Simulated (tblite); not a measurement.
Species: C₅H₁₄N₂Si.
Atom-mapped SMILES: `[CH3:1][N:2]([CH3:3])[C@H:4]1[CH2:5][CH2:6][NH:7][SiH2:8]1` (hydrogens: H9, H10, H11 on C1; H12, H13, H14 on C3; H15 on C4; H16, H17 on C5; H18, H19 on C6; H20 on N7; H21, H22 on Si8)

Cartesian coordinates in Å at the GFN2-xTB level; atoms count from 1:
```xyz
22
C5H14N2Si angstrom
C     -1.8348   -1.2810    0.7604
N     -1.2944   -0.3414   -0.2032
C     -2.2345    0.7354   -0.4217
C      0.0083    0.1741    0.1937
C      1.0480   -0.9382    0.3576
C      2.4338   -0.3076    0.2740
N      2.3835    0.6458   -0.8139
Si     0.8336    1.3148   -1.1028
H     -1.1916   -2.1556    0.8237
H     -1.9366   -0.8421    1.7673
H     -2.8192   -1.6069    0.4249
H     -2.4150    1.3328    0.4876
H     -3.1845    0.3165   -0.7532
H     -1.8570    1.3977   -1.1985
H     -0.0797    0.7109    1.1609
H      0.9411   -1.4808    1.2985
H      0.9238   -1.6390   -0.4691
H      2.6831    0.1818    1.2272
H      3.1982   -1.0667    0.0761
H      3.2646    1.0662   -1.0534
H      0.6846    2.7347   -0.7496
H      0.4344    1.0680   -2.4882
```

Method: GFN2-xTB as coded in tblite; computed harmonic values from a numerical Hessian at the method's own geometry, unscaled. Against measured fundamentals such values can be off by several per cent, at times by over 20. Modes of hydrogen on silicon can be 10 to 20 % off. One conformer, not necessarily the lowest.

Harmonic wavenumbers (cm⁻¹): 74.9, 94.7, 178.0, 183.7, 222.5, 237.8, 299.7, 329.2, 370.7, 394.3, 441.4, 474.5, 523.2, 557.7, 570.2, 682.4, 710.6, 802.4, 861.8, 888.5, 929.5, 973.1, 1020.2, 1035.1, 1071.6, 1074.9, 1096.6, 1137.7, 1146.2, 1153.2, 1186.2, 1222.2, 1255.9, 1263.4, 1280.2, 1298.2, 1336.1, 1360.8, 1411.1, 1425.7, 1481.9, 1488.7, 1491.0, 1496.1, 1505.0, 1508.6, 2188.4, 2264.3, 2727.1, 2822.0, 2832.9, 2849.2, 2926.5, 2969.6, 2991.5, 3000.6, 3006.3, 3019.2, 3034.3, 3491.3.

A = 2960, B = 1280, C = 945.7 MHz; mass 130.093 u (most abundant isotopes); point group C1, symmetry number 1.

Question: Zero-point energy?

Answer: ½Σν̃ = 40835 cm⁻¹ = 116.75 kcal/mol.

Question: What is S at 298.15 K and 1 bar for an ideal gas of classical rigid rotors and harmonic oscillators?

Answer: Translation 40.53, rotation 28.89, vibration 26.15: S = 95.6 cal/(mol K).

Question: And Cp and H(298.15 K) − H(0)?

Answer: Cp = 40.14 cal/(mol K), of which vibrations give 32.19 (their classical limit is 60 R = 119.2); H(298.15 K) − H(0) = 6.86 kcal/mol without the zero-point energy, 4.49 from vibrations.

Question: How do the functions run with temperature in this model?

Answer: 
```json
{"T (K)": "150", "S (cal/(mol K))": "74.5", "Cp (cal/(mol K))": "23.2", "H − H(0) (kcal/mol)": "2.18", "G − H(0) (kcal/mol)": "-9.00", "ln q(vib)": "2.01"}
{"T (K)": "250", "S (cal/(mol K))": "89.0", "Cp (cal/(mol K))": "34.5", "H − H(0) (kcal/mol)": "5.06", "G − H(0) (kcal/mol)": "-17.19", "ln q(vib)": "4.37"}
{"T (K)": "400", "S (cal/(mol K))": "109.0", "Cp (cal/(mol K))": "51.8", "H − H(0) (kcal/mol)": "11.55", "G − H(0) (kcal/mol)": "-32.05", "ln q(vib)": "8.22"}
{"T (K)": "600", "S (cal/(mol K))": "133.8", "Cp (cal/(mol K))": "70.6", "H − H(0) (kcal/mol)": "23.90", "G − H(0) (kcal/mol)": "-56.38", "ln q(vib)": "13.55"}
{"T (K)": "900", "S (cal/(mol K))": "166.3", "Cp (cal/(mol K))": "89.2", "H − H(0) (kcal/mol)": "48.11", "G − H(0) (kcal/mol)": "-101.53", "ln q(vib)": "21.42"}
```

q(vib) and H(0) count from the zero-point level.

Question: Blend soft modes into free rotors: weight 1/[1 + (100 cm⁻¹/ν̃)⁴] for the oscillator and the rest for a rotor with moment μB/(μ + B), μ = h/(8π²ν), B = 10⁻⁴⁴ kg m². What vibrational entropy results?

Answer: 25.14 cal/(mol K) in place of 26.15, which changes −T·S at 298.15 K by +0.30 kcal/mol.

Hindered rotation and anharmonicity are outside this model. Other conformers, if any are populated, would add a mixing term that is left out. The structure is chiral; the term R ln 2 for an equal mix with its mirror image is left out.
